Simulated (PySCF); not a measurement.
Molfile (atoms numbered from 1):
```
C7H5ClF4
     RDKit          3D

 17 16  0  0  0  0  0  0  0  0999 V2000
    3.2814    0.8535    0.1262 C   0  0  0  0  0  0  0  0  0  0  0  0
    2.3443    0.0891   -0.4275 C   0  0  0  0  0  0  0  0  0  0  0  0
    1.6511   -1.0117    0.3190 C   0  0  2  0  0  0  0  0  0  0  0  0
    2.1332   -1.1200    1.5812 F   0  0  0  0  0  0  0  0  0  0  0  0
    1.9983   -2.5774   -0.5300 Cl  0  0  0  0  0  0  0  0  0  0  0  0
    0.2043   -0.8197    0.3532 C   0  0  0  0  0  0  0  0  0  0  0  0
   -0.9856   -0.6046    0.3713 C   0  0  0  0  0  0  0  0  0  0  0  0
   -2.4159   -0.3627    0.4126 C   0  0  0  0  0  0  0  0  0  0  0  0
   -2.8582    0.8248   -0.4224 C   0  0  0  0  0  0  0  0  0  0  0  0
   -4.1738    1.0039   -0.2877 F   0  0  0  0  0  0  0  0  0  0  0  0
   -2.6025    0.6384   -1.7161 F   0  0  0  0  0  0  0  0  0  0  0  0
   -2.2511    1.9474   -0.0427 F   0  0  0  0  0  0  0  0  0  0  0  0
    3.7640    1.6481   -0.4469 H   0  0  0  0  0  0  0  0  0  0  0  0
    3.5924    0.7041    1.1625 H   0  0  0  0  0  0  0  0  0  0  0  0
    2.0122    0.2189   -1.4608 H   0  0  0  0  0  0  0  0  0  0  0  0
   -2.7396   -0.1722    1.4481 H   0  0  0  0  0  0  0  0  0  0  0  0
   -2.9715   -1.2434    0.0532 H   0  0  0  0  0  0  0  0  0  0  0  0
  1  2  2  0
  2  3  1  0
  3  4  1  1
  3  5  1  0
  3  6  1  0
  6  7  3  0
  7  8  1  0
  8  9  1  0
  9 10  1  0
  9 11  1  0
  9 12  1  0
  1 13  1  0
  1 14  1  0
  2 15  1  0
  8 16  1  0
  8 17  1  0
M  END
```

Geometry: PBE0-D3(BJ)/def2-SVP; GIAO shifts from PySCF 2.14, gas phase, non-relativistic, averaged over equivalent atoms.

At PBE0/pcSseg-1 (236 basis functions):
| atoms | δ (ppm) |
| --- | --- |
| C2 | 145.1 |
| C9 | 128.8 |
| C1 | 123.3 |
| C3 | 102.6 |
| C7 | 87.9 |
| C6 | 84.9 |
| C8 | 28.1 |
| F10/F11/F12 | -78.5 |
| F4 | -127.8 |
| Cl5 | 397.8 |
| H15 | 6.02 |
| H14 | 5.94 |
| H13 | 5.64 |
| H17 | 2.95 |
| H16 | 2.92 |

δ = σ(ref) − σ, references computed at the same level: $^{13}$C (σref 184.41) and $^{1}$H (σref 31.27) vs TMS; CFCl3 for $^{19}$F (σref 177.25); $^{35}$Cl (σref 943.27) vs HCl.

Question: Estimate the result of repeating the calculation with KT2/pcSseg-2.

Answer: 
```tsv
atoms	δ at KT2/pcSseg-2	change
C2	141.0	-4.1
C9	133.3	+4.5
C1	113.6	-9.7
C3	108.1	+5.5
C7	81.9	-6.0
C6	82.1	-2.8
C8	29.4	+1.3
F10/F11/F12	-101.3	-22.8
F4	-137.8	-10.0
Cl5	421.5	+23.7
H15	6.26	+0.24
H14	5.60	-0.34
H13	5.22	-0.42
H17	3.22	+0.27
H16	3.18	+0.26
```

δ = σ(ref) − σ, references computed at the same level: TMS for $^{13}$C (σref 182.28) and $^{1}$H (σref 31.18); $^{19}$F (σref 136.34) against CFCl3; HCl for $^{35}$Cl (σref 942.53).

The largest change is at Cl5 (chlorine bonded to C). Cost: 509 basis functions, 5.4 min wall time (11 min CPU) on 2 threads of an Intel Xeon, shared host. The order of the carbon signals changes between the two levels.

Carbons that carry Cl, above all several Cl atoms, come out too deshielded, partly because spin–orbit coupling is missing. Unscaled 19F shifts against computed CFCl3 carry errors that often reach 10 to 50 ppm.
